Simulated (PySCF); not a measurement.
C₅H₇BO, SMILES C=CB(O)C#CC. Atoms are numbered in the order given.

```xyz
14

C     -2.9739    -0.8322     0.1314
C     -1.6541    -0.9395    -0.0778
B     -0.6751     0.2509     0.1674
O     -1.1953     1.4299     0.6077
C      0.8369     0.1151    -0.0755
C      2.0361     0.0011    -0.2707
C      3.4612    -0.1431    -0.5015
H     -3.4099     0.1084     0.4857
H     -3.6680    -1.6627    -0.0382
H     -1.2567    -1.8976    -0.4326
H     -0.5164     2.1010     0.7294
H      3.9782    -0.4213     0.4306
H      3.9061     0.7974    -0.8625
H      3.6677    -0.9277    -1.2461
```

Coordinates come from a PBE0-D3(BJ)/def2-SVP optimisation. This is a generated structure with no PubChem entry under its InChIKey; it may be hypothetical. One conformer was computed; it need not be the lowest.

Computed with PBE/def2-TZVP (PySCF).

```
Item                                                                                                            Result
---------------------------------------------------------------------------------------------  -----------------------
total energy                                                                                        -294.53678 hartree
highest occupied level                                                                                        -6.38 eV
lowest empty level                                                                                            -2.27 eV
orbital gap                                                                                                    4.10 eV
dipole moment                                                                                                   2.26 D
quadrupole, principal values (traceless, Buckingham form, about the centre of nuclear charge)   -8.15, -0.26, 8.42 D·Å
mean static polarisability                                                                       83.6 bohr³ (12.39 Å³)
polarisability, principal values                                                               49.4, 66.9, 134.6 bohr³
```
